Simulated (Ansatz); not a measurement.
Consider the ligand exchange at the Si–C bond: `OC(O)(O)[SiH2]F` + `[OH][GeH3]` → `F[SiH2][O][GeH3]` + `OC(O)O`.

Gas-phase electronic energies from Ansatz, PBE0-D4/def2-TZVP geometries. CBS: MP2 limit from def2 TZ/QZ plus the TZ coupled-cluster correction, frozen cores. Functionals use def2-TZVPP. For Ge outer-core shells are correlated without core-valence functions, which leaves a few kJ/mol of doubt a bond. Scalar relativity is left out up to krypton. Each species was taken in one conformer, which may not be the lowest.

```csv
level,ΔE (kJ/mol)
B2PLYP,-162.0
SCS-MP2/def2-TZVPP,-167.1
```

**Question.** What does CCSD(T)/CBS give? (Best estimate.)

**Answer.** The calculation gave: -159.1 kJ/mol. The listed levels differ from it by -2.9, -8.0 kJ/mol.

Largest T1 diagnostic among the species: 0.012.

In def2-TZVPP, CCSD(T) changes the Hartree–Fock value by +27.5 kJ/mol (the triples alone add +4.5 kJ/mol) and MP2 by +24.7 kJ/mol. The D4 term adds +3.4 kJ/mol with B3LYP and +1.7 kJ/mol with PBE0; it sums over pairs of atoms, weighted by their polarisabilities, and B3LYP, whose exchange is more repulsive, gets the larger term. From PBE to PBE0 (25 % exact exchange), in def2-TZVPP and without D4, ΔE moves by −12.1 kJ/mol.

B3LYP here is the variant with VWN-RPA as its local correlation; programs differ in this.
